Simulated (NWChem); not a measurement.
System: C3H6Si; SMILES CC#C[SiH3]

Excerpt of the output:

```
             Northwest Computational Chemistry Package (NWChem) 7.3.0
             --------------------------------------------------------

                             Geometry "geometry" -> ""
                             -------------------------

 Output coordinates in angstroms (scale by  1.889725989 to convert to a.u.)

  No.       Tag          Charge          X              Y              Z
 ---- ---------------- ---------- -------------- -------------- --------------
    1 C                    6.0000     2.65175300    -0.14226700    -0.34427800
    2 C                    6.0000     1.20734200    -0.06480100    -0.15678000
    3 C                    6.0000     0.00200400    -0.00098600    -0.00189100
    4 Si                  14.0000    -1.79909900     0.09639700     0.23339700
    5 H                    1.0000     3.15239500     0.74065500     0.07133600
    6 H                    1.0000     2.90867800    -0.20296500    -1.40871200
    7 H                    1.0000     3.06767400    -1.02753200     0.15184600
    8 H                    1.0000    -2.49817600    -0.81871300    -0.70763600
    9 H                    1.0000    -2.28017600     1.48179300    -0.01289800
   10 H                    1.0000    -2.16136700    -0.29004600     1.62290400

 Effective nuclear repulsion energy (a.u.)     130.5433539317

                              NWChem Property Module
                              ----------------------

  itol2e modified to match energy
  convergence criterion.

                                 NWChem DFT Module
                                 -----------------

 Summary of "ao basis" -> "ao basis" (spherical)
 ------------------------------------------------------------------------------
       Tag                 Description            Shells   Functions and Types
 ---------------- ------------------------------  ------  ---------------------
 C                          pcsseg-1                 7       17   3s3p1d
 Si                         pcsseg-1                10       24   4s5p1d
 H                          pcsseg-1                 3        5   2s1p

  itol2e modified to match energy
  convergence criterion.

            General Information
            -------------------
          SCF calculation type: DFT
          Wavefunction type:  closed shell.
          No. of atoms     :    10
          No. of electrons :    38
           Alpha electrons :    19
            Beta electrons :    19
          Charge           :     0
          Spin multiplicity:     1
          Use of symmetry is: off; symmetry adaption is: off
          Maximum number of iterations: 150
          AO basis - number of functions:   105
                     number of shells:    49
          Convergence on energy requested:  1.00D-07
          Convergence on density requested:  1.00D-05
          Convergence on gradient requested:  5.00D-04

              XC Information
              --------------
                         PBE0 Method XC Functional
                     Hartree-Fock (Exact) Exchange  0.250
          PerdewBurkeErnzerhof Exchange Functional  0.750
            Perdew 1991 LDA Correlation Functional  1.000 local
           PerdewBurkeErnz. Correlation Functional  1.000 non-local

             Grid Information
             ----------------
          Grid used for XC integration:  fine
          Radial quadrature: Mura-Knowles
          Angular quadrature: Lebedev.
          Tag              B.-S. Rad. Rad. Pts. Rad. Cut. Ang. Pts.
          ---              ---------- --------- --------- ---------
          C                   0.70       70          13.0       590
          Si                  1.10      123          13.0       770
          H                   0.35       60          14.0       590
          Grid pruning is: on
          Number of quadrature shells:   693
          Spatial weights used:  Erf1

      Superposition of Atomic Density Guess
      -------------------------------------

 Sum of atomic energies:        -404.76522245

      Non-variational initial energy
      ------------------------------

 Total energy =    -406.835772
 1-e energy   =    -812.898123
 2-e energy   =     275.518997
 HOMO         =      -0.330028
 LUMO         =       0.020792

[...]

          -----------------------------------------
          Chemical Shielding Tensors (GIAO, in ppm)
          -----------------------------------------

                                NWChem CPHF Module
                                ------------------

  scftype          =     RHF
  nclosed          =       19
  nopen            =        0
  variables        =     1634
  # of vectors     =        3
  tolerance        = 0.10D-03
  level shift      = 0.00D+00
  max iterations   =       50
  max subspace     =       30

 SCF residual:    1.9705144698430797E-004

Iterative solution of linear equations
  No. of variables     1634
  No. of equations        3
  Maximum subspace       30
        Iterations       50
       Convergence  1.0D-04

   iter   nsub   residual    time
   ----  ------  --------  ---------
     1      3    5.33D-01      59.3
     2      6    1.99D-02      65.2
     3      9    1.43D-03      71.2
     4     12    6.39D-05      77.1

      Atom:    1  C
        Diamagnetic
    260.6441     -0.7497     -1.8098
     -0.7497    246.8801      0.0982
     -1.8098      0.0982    247.0775

        Paramagnetic
    -64.1949     -0.6957     -1.6927
     -0.6957    -77.2363      0.0952
     -1.6927      0.0952    -77.0825

        Total Shielding Tensor
    196.4493     -1.4454     -3.5025
     -1.4454    169.6438      0.1934
     -3.5025      0.1934    169.9950

           isotropic =     178.6960
          anisotropy =      27.4303

          Principal Components and Axis System
                 1           2           3
              196.9829    169.5670    169.5382

      1         0.9902      0.0756      0.1172
      2        -0.0533      0.9816     -0.1834
      3        -0.1289      0.1754      0.9760

      Atom:    2  C
        Diamagnetic
    288.2456     -1.6257     -3.9142
     -1.6257    258.7679      0.2164
     -3.9142      0.2164    259.1968

        Paramagnetic
    -30.2202    -13.5961    -32.9912
    -13.5961   -285.7555      1.7734
    -32.9912      1.7734   -282.2296

        Total Shielding Tensor
    258.0254    -15.2218    -36.9055
    -15.2218    -26.9876      1.9898
    -36.9055      1.9898    -23.0328

           isotropic =      69.3350
          anisotropy =     291.3998

          Principal Components and Axis System
                 1           2           3
              263.6016    -27.8224    -27.7741

      1         0.9904     -0.0528      0.1278
      2        -0.0528      0.7100      0.7022
      3        -0.1279     -0.7022      0.7004

      Atom:    3  C
        Diamagnetic
    288.5621     -2.8695     -6.9306
     -2.8695    235.7468      0.3751
     -6.9306      0.3751    236.4972

        Paramagnetic
    -22.7139     -9.8471    -23.9037
     -9.8471   -208.2920      1.2613
    -23.9037      1.2613   -205.7586

        Total Shielding Tensor
    265.8483    -12.7166    -30.8344
    -12.7166     27.4549      1.6365
    -30.8344      1.6365     30.7386

           isotropic =     108.0139
          anisotropy =     243.7310

          Principal Components and Axis System
                 1           2           3
              270.5013     26.7792     26.7613

      1         0.9904      0.0254      0.1358
      2        -0.0527      0.9782      0.2011
      3        -0.1277     -0.2063      0.9701

      Atom:    4  Si
        Diamagnetic
    885.1350     -0.2063     -0.4979
     -0.2063    881.3626      0.0295
     -0.4979      0.0295    881.4159

        Paramagnetic
   -416.9327     -1.3561     -3.2510
     -1.3561   -440.0909      0.3413
     -3.2510      0.3413   -439.7630

        Total Shielding Tensor
    468.2023     -1.5623     -3.7488
     -1.5623    441.2718      0.3708
     -3.7488      0.3708    441.6528

           isotropic =     450.3756
          anisotropy =      27.6580

          Principal Components and Axis System
                 1           2           3
              468.8143    441.3107    441.0019

      1         0.9888      0.1333      0.0666
      2        -0.0579      0.7560     -0.6520
      3        -0.1373      0.6409      0.7552

      Atom:    5  H
        Diamagnetic
     31.5860      7.5122      2.8962
      7.5122     30.8581      4.4208
      2.8962      4.4208     23.0856

        Paramagnetic
      0.3978     -3.5175     -1.5220
     -3.5175     -0.4099     -1.7929
     -1.5220     -1.7929      2.8480

        Total Shielding Tensor
     31.9838      3.9947      1.3742
      3.9947     30.4482      2.6279
      1.3742      2.6279     25.9336

           isotropic =      29.4552
          anisotropy =       9.8688

          Principal Components and Axis System
                 1           2           3
               36.0344     27.6414     24.6898

      1         0.7212     -0.6872      0.0875
      2         0.6402      0.6129     -0.4632
      3         0.2647      0.3901      0.8819

      Atom:    6  H
        Diamagnetic
     29.3729      4.2452      4.2058
      4.2452     28.8463      5.0265
      4.2058      5.0265     29.0650

        Paramagnetic
     -0.6921     -1.8466     -1.9532
     -1.8466     -2.3883     -2.4173
     -1.9532     -2.4173     -2.5130

        Total Shielding Tensor
     28.6808      2.3986      2.2526
      2.3986     26.4579      2.6092
      2.2526      2.6092     26.5519

           isotropic =      27.2302
          anisotropy =       7.4451

          Principal Components and Axis System
                 1           2           3
               32.1936     25.6082     23.8888

      1         0.6835     -0.7283      0.0487
      2         0.5192      0.4382     -0.7337
      3         0.5130      0.5268      0.6777
```

Level: PBE0/pcSseg-1, GIAO. Geometry: optimised at B3LYP/6-31G* (spherical d). The output numbers the shielded atoms by their place in the input's list. The printed shielding anisotropy is the first printed principal value minus the mean of the other two.

### Question
Reconstruct the input file.

### Answer
One answer among several that fit: the input that was run:
```
start job
memory heap 200 mb stack 900 mb global 1100 mb
geometry units angstroms noautosym nocenter noautoz
  C      2.651753    -0.142267    -0.344278
  C      1.207342    -0.064801    -0.156780
  C      0.002004    -0.000986    -0.001891
  Si    -1.799099     0.096397     0.233397
  H      3.152395     0.740655     0.071336
  H      2.908678    -0.202965    -1.408712
  H      3.067674    -1.027532     0.151846
  H     -2.498176    -0.818713    -0.707636
  H     -2.280176     1.481793    -0.012898
  H     -2.161367    -0.290046     1.622904
end
basis spherical
  * library pcsseg-1
end
dft
  xc pbe0
  iterations 150
end
property
  shielding 6 1 2 3 4 5 8
end
task dft property
```
